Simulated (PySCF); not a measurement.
H2O2S2, SMILES OSSO. Geometry: PBE-D3(BJ)/def2-SVP. One conformer was computed; it need not be the lowest.

Computed equilibrium geometry at PBE-D3(BJ)/def2-SVP (PySCF confirms it by a frequency run) as bond lengths and angles, and its point group (one conformer of several):
point group C2.
Atoms: O1 S2 S3 O4 H5 H6. Bond lengths (Å): O1–S2 1.710, O1–H5 0.980, S2–S3 2.010, S3–O4 1.710, O4–H6 0.980. Bond angles (°): S2–O1–H5 105.4, O1–S2–S3 109.2, S2–S3–O4 109.2, S3–O4–H6 105.4.
Charge 0, spin multiplicity 1.
